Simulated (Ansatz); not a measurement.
F2HO2Ta, SMILES `[O]=[Ta]([OH])([F])[F]`, relaxed with RKS PBE0-D4/def2-TZVP in Ansatz 0.2.0 from a PBE-D4/def2-SVP geometry. The force threshold is 0.005 eV/Å; the program also tests the step.

Charge 0, multiplicity 1. Ta takes the def2 core potential.

Start:

```xyz
6

O    -1.048   -1.381    0.445
Ta    0.142   -0.120    0.415
O    -0.039    0.773   -1.257
F    -0.251    1.056    1.849
F     1.842   -0.949    0.551
H    -0.646    0.622   -2.003
```

```tsv
step	energy (eV)	largest force (eV/Å)	largest move (Å)
1	-11097.7238	0.948	0.000
2	-11097.7659	0.256	0.036
3	-11097.7670	0.026	0.005
4	-11097.7670	0.009	0.002
5	-11097.7670	0.005	0.001
6	-11097.7670	0.002	0.003
```

End:

```xyz
6

O    -1.049   -1.384    0.447
Ta    0.123   -0.135    0.406
O    -0.038    0.766   -1.244
F    -0.226    1.045    1.823
F     1.822   -0.918    0.552
H    -0.631    0.626   -1.984
```

Hardware: 4 threads of a server CPU on a shared host. Wall time 5.5 s, peak host memory 0.39 GiB.
